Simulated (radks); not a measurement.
Task: The osmium ion Os3+, 73 electrons, occupied as [Xe] 4f14 5d4 6p1 (not the ground configuration). Method: scalar-relativistic Kohn-Sham, BLYP, spin-polarised, spherical densities, point nucleus; open shells are filled with parallel spins first (spin-orbit coupling, left out, can overturn this in heavy ions); computed with a radial shooting solver on a logarithmic mesh with Libxc functionals. Some entries of the table are withheld. Estimate them.

orbital  occ.  eigenvalue (hartree)  <1/r> (bohr^-1)
1s up       1             -2716.669            90.52
1s down     1             -2716.668            90.52
2s up       1             -474.2316            21.18
2s down     1             -474.2213            21.18
2p up       3             -413.0736            19.05
2p down     3             -413.0650            19.06
3s up       1             -111.3637            7.849
3s down     1             -111.3599            7.849
3p up       3             -93.41167            7.212
3p down     3             -93.40736            7.212
3d up       5             -73.37100            6.804
3d down     5             -73.36360            6.804
4s up       1             -24.53591            3.347
4s down     1             -24.52538            3.346
4p up       3             -18.64855            3.033
4p down     3             -18.63857            3.033
4d up       5             -11.34549            2.707
4d down     5             -11.33380            2.707
5s up       1              -4.70131            1.339
5s down     1              -4.62180            1.349
4f up       7              -3.23203            2.239
4f down     7              -3.21269            2.247
5p up       3                   (1)            1.140
5p down     3                   (2)            1.149
5d up       4              -1.46479           0.8239
5d down     0              -1.35684           0.8204
6p up       1              -0.90197              (3)

Result: 
(1) 5p up eigenvalue (hartree): -3.19229
(2) 5p down eigenvalue (hartree): -3.09483
(3) 6p up <1/r> (bohr^-1): 0.4461
